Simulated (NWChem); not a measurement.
System: TiH$_{3}$I; SMILES [TiH3][I]

Parts of the log:

```
             Northwest Computational Chemistry Package (NWChem) 7.3.0
             --------------------------------------------------------

                             Geometry "geometry" -> ""
                             -------------------------

 Output coordinates in angstroms (scale by  1.889725989 to convert to a.u.)

  No.       Tag          Charge          X              Y              Z
 ---- ---------------- ---------- -------------- -------------- --------------
    1 Ti                  22.0000     0.00000000     0.00000000    -1.70990500
    2 I                   53.0000     0.00000000     0.00000000     0.82231600
    3 H                    1.0000     0.28401800     1.56115800    -2.25706000
    4 H                    1.0000     1.20999400    -1.02654600    -2.25706000
    5 H                    1.0000    -1.49401100    -0.53461200    -2.25706000

 Effective nuclear repulsion energy (a.u.)     289.3419166950

                                 NWChem DFT Module
                                 -----------------

 Summary of "ao basis" -> "ao basis" (spherical)
 ------------------------------------------------------------------------------
       Tag                 Description            Shells   Functions and Types
 ---------------- ------------------------------  ------  ---------------------
 Ti                        def2-svpd                12       34   5s4p2d1f
 I                         def2-svpd                13       35   5s5p3d
 H                         def2-svpd                 4        8   2s2p

            General Information
            -------------------
          SCF calculation type: DFT
          Wavefunction type:  closed shell.
          No. of atoms     :     5
          No. of electrons :    50
           Alpha electrons :    25
            Beta electrons :    25
          Charge           :     0
          Spin multiplicity:     1
          Use of symmetry is: off; symmetry adaption is: off
          Maximum number of iterations: 150
          AO basis - number of functions:    93
                     number of shells:    37
          Convergence on energy requested:  1.00D-06
          Convergence on density requested:  1.00D-05
          Convergence on gradient requested:  5.00D-04

              XC Information
              --------------
                         PBE0 Method XC Functional
                     Hartree-Fock (Exact) Exchange  0.250
          PerdewBurkeErnzerhof Exchange Functional  0.750
            Perdew 1991 LDA Correlation Functional  1.000 local
           PerdewBurkeErnz. Correlation Functional  1.000 non-local

             Grid Information
             ----------------
          Grid used for XC integration:  medium
          Radial quadrature: Mura-Knowles
          Angular quadrature: Lebedev.
          Tag              B.-S. Rad. Rad. Pts. Rad. Cut. Ang. Pts.
          ---              ---------- --------- --------- ---------
          Ti                  1.40      112          14.0       590
          I                   1.40      123          14.0       590
          H                   0.35       45          12.0       434
          Grid pruning is: on
          Number of quadrature shells:   370
          Spatial weights used:  Erf1

      Superposition of Atomic Density Guess
      -------------------------------------

 Sum of atomic energies:       -1196.88324031

      Non-variational initial energy
      ------------------------------

 Total energy =   -1146.246970
 1-e energy   =   -1975.891969
 2-e energy   =     681.864864
 HOMO         =      -0.314157
 LUMO         =       0.008911

   convergence    iter        energy       DeltaE   RMS-Dens  Diis-err
 ---------------- ----- ----------------- --------- --------- ---------
 d= 0,ls=0.0,diis     1  -1148.2279871351 -1.30D+03  5.29D-02  1.36D+00
 d= 0,ls=0.0,diis     2  -1132.2714597123  1.60D+01  3.44D-02  9.59D+01
 d= 0,ls=0.0,diis     3  -1146.1780367766 -1.39D+01  3.11D-03  2.58D+01
 d= 0,ls=0.0,diis     4  -1145.6991865891  4.79D-01  5.44D-03  3.15D+01
 d= 0,ls=0.0,diis     5  -1146.7238317420 -1.02D+00  1.65D-02  1.93D+01
 d= 0,ls=0.0,diis     6  -1148.5578109447 -1.83D+00  2.69D-03  4.55D-01
  Resetting Diis
 d= 0,ls=0.0,diis     7  -1148.6005100660 -4.27D-02  1.75D-03  1.44D-01
 d= 0,ls=0.0,diis     8  -1148.6182676781 -1.78D-02  4.98D-03  2.91D-02
 d= 0,ls=0.0,diis     9  -1148.5844904919  3.38D-02  3.96D-03  2.16D-01
 d= 0,ls=0.0,diis    10  -1148.6225697790 -3.81D-02  2.67D-04  1.08D-03
 d= 0,ls=0.0,diis    11  -1148.6227375194 -1.68D-04  7.68D-05  1.03D-04
 d= 0,ls=0.0,diis    12  -1148.6227534941 -1.60D-05  1.65D-05  3.05D-06
 d= 0,ls=0.0,diis    13  -1148.6227539924 -4.98D-07  2.05D-06  1.16D-08

         Total DFT energy =    -1148.622753992356
      One electron energy =    -1976.331365164266
           Coulomb energy =      745.016759880847
    Exchange-Corr. energy =      -65.088284232321
 Nuclear repulsion energy =      147.780135523384

 Numeric. integr. density =       49.999990732800

                       DFT Final Molecular Orbital Analysis
                       ------------------------------------

 Vector   23  Occ=2.000000D+00  E=-3.338734D-01
              MO Center=  2.1D-01,  4.9D-01, -2.1D+00, r^2= 2.1D+00
   Bfn.  Coefficient  Atom+Function         Bfn.  Coefficient  Atom+Function
  ----- ------------  ---------------      ----- ------------  ---------------
    70      0.348374  3 H  s                 22     -0.305262  1 Ti d  2
    19     -0.262702  1 Ti d -1              13      0.218544  1 Ti py
    78     -0.207270  4 H  s                 10     -0.184462  1 Ti py
    71      0.173616  3 H  s                 18      0.154736  1 Ti d -2
    86     -0.141099  5 H  s                 27     -0.139082  1 Ti d  2

 Vector   24  Occ=2.000000D+00  E=-3.077840D-01
              MO Center=  8.2D-03, -1.4D-02,  5.8D-01, r^2= 2.3D+00
   Bfn.  Coefficient  Atom+Function         Bfn.  Coefficient  Atom+Function
  ----- ------------  ---------------      ----- ------------  ---------------
    46      0.506371  2 I  px                49      0.422182  2 I  px
    47     -0.296241  2 I  py                50     -0.246988  2 I  py
    43     -0.204107  2 I  px                40     -0.165921  2 I  px
    44      0.119408  2 I  py                21     -0.109174  1 Ti d  1
    12      0.103373  1 Ti px                41      0.097069  2 I  py

 Vector   25  Occ=2.000000D+00  E=-3.077840D-01
              MO Center= -8.2D-03,  1.4D-02,  5.8D-01, r^2= 2.3D+00
   Bfn.  Coefficient  Atom+Function         Bfn.  Coefficient  Atom+Function
  ----- ------------  ---------------      ----- ------------  ---------------
    47      0.506371  2 I  py                50      0.422182  2 I  py
    46      0.296241  2 I  px                49      0.246988  2 I  px
    44     -0.204107  2 I  py                41     -0.165921  2 I  py
    43     -0.119408  2 I  px                19      0.109175  1 Ti d -1
    13      0.103374  1 Ti py                40     -0.097069  2 I  px

 Vector   26  Occ=0.000000D+00  E=-1.175705D-01
              MO Center= -1.3D-02,  2.7D-02, -1.6D+00, r^2= 1.6D+00
   Bfn.  Coefficient  Atom+Function         Bfn.  Coefficient  Atom+Function
  ----- ------------  ---------------      ----- ------------  ---------------
    21      0.526339  1 Ti d  1              18      0.436646  1 Ti d -2
    19      0.278631  1 Ti d -1              26      0.237614  1 Ti d  1
    23      0.201062  1 Ti d -2              24      0.125787  1 Ti d -1
    46      0.125514  2 I  px                49      0.115776  2 I  px
    47     -0.066442  2 I  py                75      0.066136  3 H  px

 Vector   27  Occ=0.000000D+00  E=-1.175701D-01
              MO Center=  1.3D-02, -2.7D-02, -1.6D+00, r^2= 1.6D+00
   Bfn.  Coefficient  Atom+Function         Bfn.  Coefficient  Atom+Function
  ----- ------------  ---------------      ----- ------------  ---------------
    19      0.526339  1 Ti d -1              22     -0.436646  1 Ti d  2
    21     -0.278634  1 Ti d  1              24      0.237611  1 Ti d -1
    27     -0.201060  1 Ti d  2              26     -0.125787  1 Ti d  1
    47     -0.125513  2 I  py                50     -0.115776  2 I  py
    46     -0.066444  2 I  px                49     -0.061289  2 I  px

 Vector   28  Occ=0.000000D+00  E=-1.069809D-01
              MO Center= -2.5D-07, -6.1D-06, -1.8D+00, r^2= 2.9D+00
   Bfn.  Coefficient  Atom+Function         Bfn.  Coefficient  Atom+Function
  ----- ------------  ---------------      ----- ------------  ---------------
    20      0.660950  1 Ti d  0              25      0.296348  1 Ti d  0
    17     -0.241513  1 Ti pz                51      0.187336  2 I  pz
    48      0.178119  2 I  pz                14     -0.155435  1 Ti pz
    39      0.155199  2 I  s                 11      0.145365  1 Ti pz
    71      0.075269  3 H  s                 79      0.075273  4 H  s

     Multipole analysis of the density
     ---------------------------------

     L   x y z        total         alpha         beta         nuclear
     -   - - -        -----         -----         ----         -------
     0   0 0 0     -0.000000    -25.000000    -25.000000     50.000000

     1   1 0 0     -0.000002     -0.000002     -0.000002      0.000002
     1   0 1 0      0.000002      0.000001      0.000001      0.000000
     1   0 0 1     -0.136532     22.448944     22.448944    -45.034419

     2   2 0 0    -36.712033    -25.099651    -25.099651     13.487269
     2   1 1 0     -0.000001      0.000002      0.000002     -0.000005
     2   1 0 1      0.000005      0.000007      0.000007     -0.000008
     2   0 2 0    -36.712034    -25.099652    -25.099652     13.487271
     2   0 1 1      0.000000      0.000000      0.000000      0.000000
     2   0 0 2    -33.767014   -189.207183   -189.207183    344.647352

 *** CALLING NEW AORESP DRIVER FOR CLOSED AND OPEN SHELLS ***
 Entering AOResponse driver routine

--------------------------------------------------------------------------------

          -----------------------------------------------
          Solving response equations for perturbing field
          -----------------------------------------------

 number of frequencies:     1
 frequency in a.u.:  0.0000000E+00
 Perturbing field: electric
 Using El. Dipole Length Gauge

 Setting up CPKS with frequency omega =      0.00000000 a.u.

 STATIC response

                                NWChem CPHF Module
                                ------------------

  scftype          =     RHF
  nclosed          =       25
  nopen            =        0
  variables        =     1700
  # of vectors     =        3
  tolerance        = 0.10D-03
  level shift      = 0.00D+00
  max iterations   =       50
  max subspace     =       30

 SCF residual:    1.0084111385784055E-004

Iterative solution of linear equations
  No. of variables     1700
  No. of equations        3
  Maximum subspace       30
        Iterations       50
       Convergence  1.0D-04

   iter   nsub   residual    time
   ----  ------  --------  ---------
     1      3    7.18D+00      38.7
     2      6    7.07D+00      44.9
     3      9    1.36D+00      52.5
     4     12    1.64D-01      60.6
     5     15    2.44D-02      68.1
     6     18    9.14D-03      76.3
     7     21    8.03D-03      84.3
     8     24    2.01D-03      91.6
     9     27    1.37D-04     100.7
    10     30    1.79D-05     110.0

 Electric Dipole Response Matrix (nonzero elements):

              1        2        3
    1   69.5013   0.0000  -0.0000
    2    0.0000  69.5014  -0.0001
    3   -0.0000  -0.0001 101.9108

 ------------------------------------------
 average:        80.30445 + I       0.00000

 DFT Linear Response polarizability / au
 Frequency  =       0.0000000 / au
              X              Y              Z
 -----------------------------------------------
 X      69.5012512      0.0000008     -0.0000478
 Y       0.0000008     69.5013602     -0.0000825
 Z      -0.0000478     -0.0000825    101.9107533
 -----------------------------------------------
 Eigenvalues =      69.5012512     69.5013602    101.9107533
 Isotropic   =      80.3044549
 Anisotropic =      32.4094477
 -----------------------------------------------

 Magnetic Dipole Response Matrix (nonzero elements):

 Exiting AOResponse driver routine
```

Level: PBE0/def2-SVPD with def2 effective core potentials on I. The geometry was optimised at PBE0/def2-SVP. No frequency run checked for a minimum. def2 effective core potentials on I; no spin-orbit coupling.

Q: Reconstruct the input file.

A: Several could match; the one computed here: the input that was run:
```
start job
memory heap 200 mb stack 900 mb global 1100 mb
geometry units angstroms noautosym nocenter noautoz
  Ti     0.000000     0.000000    -1.709905
  I      0.000000     0.000000     0.822316
  H      0.284018     1.561158    -2.257060
  H      1.209994    -1.026546    -2.257060
  H     -1.494011    -0.534612    -2.257060
end
basis spherical
  * library def2-svpd
end
ecp
  I library def2-ecp
end
dft
  xc pbe0
  iterations 150
end
property
  response 1 0.0
end
task dft property
```
